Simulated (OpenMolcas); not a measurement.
Re5+ (d2) in a complex was computed by SS-CASPT2, IPEA 0.25 Eh, imaginary shift 0.1 Eh with the d shell active (OpenMolcas, ANO-RCC-VTZP on the metal). Its lowest spin-free states, and all those of the highest spin:

```json
{"2S+1": "3", "Degeneracy": "3", "E (cm-1)": "0"}
{"2S+1": "1", "Degeneracy": "3", "E (cm-1)": "6960"}
{"2S+1": "1", "Degeneracy": "2", "E (cm-1)": "7030"}
{"2S+1": "1", "Degeneracy": "1", "E (cm-1)": "17430"}
{"2S+1": "3", "Degeneracy": "3", "E (cm-1)": "39770"}
{"2S+1": "3", "Degeneracy": "3", "E (cm-1)": "46590"}
{"2S+1": "1", "Degeneracy": "3", "E (cm-1)": "46960"}
{"2S+1": "1", "Degeneracy": "3", "E (cm-1)": "48450"}
{"2S+1": "3", "Degeneracy": "1", "E (cm-1)": "81210"}
{"2S+1": "1", "Degeneracy": "2", "E (cm-1)": "87160"}
{"2S+1": "1", "Degeneracy": "1", "E (cm-1)": "95930"}
```

Q: Is the site octahedral, tetrahedral or cube-like, axial, or of lower symmetry?

A: The states with 2S+1 = 3 have orbital degeneracies 3, 3, 3, 1. Threefold states need a cubic site. For d2 at this spin an octahedron puts the threefold T1 below the threefold T2 and a tetrahedron or cube puts the single A2 below the threefold T2, so the site is octahedral. The run had Re5+ with 6 ligands (fluoride) in octahedral coordination (Oh) at 1.89 Å. A charge of +0.167 e stands 2.6 Å behind each ligand. Ligand basis ANO-RCC-VDZP.

Roots that are degenerate in the reference are averaged as groups; the widest CASPT2 spread within a group is 1200 cm-1 (the 3-fold group of multiplicity 1 near 48500 cm-1 above the lowest state of its run). Shifts and gaps below about the spread of the groups concerned are not significant. Over all roots computed the reference weight is 0.68 to 0.70; a low but even weight reflects the number of correlated electrons. An orbital triplet at a regular site is open to Jahn-Teller coupling, which can distort the site and quench the lowest spin-orbit gaps and is left out. The least metal-like active orbital is 71 % on the metal (Löwdin) and no ligand orbital is active, so the numbers are rough. Ligand-to-metal charge-transfer states are missing. With no ligand orbital active B as a rule stays too high, so bands that hang on it stand too high and its fall with covalency is understated. With one d shell and no ligand orbital active, 10Dq can be off by a tenth or more. No measured value stands beside these numbers; the geometry is a model, was not optimised and need not be the one that this ion takes.
